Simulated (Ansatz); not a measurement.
Relaxation of Cl3FGe2H4 (10 atoms, charge 0, multiplicity 1), to a largest force component of 0.03 eV/Å in at most 50 steps.

Theory: RKS PBE/def2-SVP (Ansatz).

```xyz
10
Properties=species:S:1:pos:R:3
Ge -0.612 -0.303 -0.339
F -0.218 1.194 2.095
Cl 1.450 -0.795 0.144
Ge -1.133 2.032 -0.876
H -2.605 2.013 -1.350
H -0.928 2.974 0.323
H -0.192 2.385 -2.052
Cl -1.073 -1.429 -2.157
Cl -1.891 -1.262 1.196
H -0.595 0.479 2.562
```

Where does it end, and by what steps?

It converged. After 13 steps the energy has fallen by 0.155 eV; H5 moved furthest, 1.05 Å.

| step | energy less start (eV) | largest force component (eV/Å) | accepted |
| --- | --- | --- | --- |
| 0 | 0.0000 | 0.370 | yes |
| 1 | 0.0203 | 2.004 | no |
| 2 | -0.0337 | 0.510 | yes |
| 3 | -0.0525 | 0.584 | yes |
| 4 | -0.0717 | 0.249 | yes |
| 5 | -0.0788 | 0.492 | yes |
| 6 | -0.0998 | 0.170 | yes |
| 7 | -0.1132 | 0.282 | yes |
| 8 | -0.1235 | 0.328 | yes |
| 9 | -0.1347 | 0.400 | yes |
| 10 | -0.1382 | 0.443 | yes |
| 11 | -0.1366 | 0.253 | no |
| 12 | -0.1544 | 0.031 | yes |
| 13 | -0.1550 | 0.027 | yes |

```xyz
10
Properties=species:S:1:pos:R:3
Ge -0.437 -0.347 -0.430
F -0.843 1.363 2.138
Cl 1.614 -0.726 0.167
Ge -0.999 2.013 -0.775
H -2.465 2.196 -0.330
H -0.002 2.881 0.014
H -0.860 2.230 -2.304
Cl -0.816 -1.537 -2.213
Cl -1.715 -1.298 1.126
H -1.273 0.515 2.154
```

Whether the end is a true minimum wasn't checked by a vibrational analysis.

The run took 31 s on 4 threads of Arm Neoverse V1, on a shared host, peak memory 0.26 GiB.
